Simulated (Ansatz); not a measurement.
`[Cl][SnH2][I]` + `C#N` → `N#[C][SnH2][Cl]` + HI  (formal exchange of groups at the Sn–I bond)

Calculated with Ansatz (gas phase, PBE0-D4/def2-TZVP geometries, no zero-point term in ΔE). CBS: MP2 limit from def2 TZ/QZ plus the TZ coupled-cluster correction, frozen cores. This one scheme is used for every species. DFT in def2-TZVPP. Elements past krypton have def2 core potentials. For I, Sn outer-core shells are correlated without core-valence functions, which leaves a few kJ/mol of doubt a bond.

```csv
level,ΔE (eV)
ωB97X-V,0.91
MP2/def2-TZVPP,0.91
```

What does CCSD(T)/CBS give? (Best estimate.)

The calculation gave: +1.00 eV. The listed levels differ from it by -0.09, -0.09 eV.

What do rigid-rotor, harmonic-oscillator terms from PBE0-D4/def2-TZVP frequencies (298.15 K, 1 bar) make of the CCSD(T)/CBS value? (An estimate is asked.)

Computed: ΔZPE = -0.10 eV, ΔH = +0.90 eV, ΔS = 1 J/(mol·K), ΔG = +0.90 eV.

Largest T1 diagnostic among the species: 0.014.

At CCSD(T), def2-SVP lies −0.10 eV from the extrapolated value and def2-TZVPP −0.18 eV. From BLYP to BHLYP (50 % exact exchange), in def2-TZVPP and without D4, ΔE moves by +0.04 eV. In def2-TZVPP, CCSD(T) changes the Hartree–Fock value by −0.16 eV (the triples alone add −0.01 eV) and MP2 by −0.07 eV.
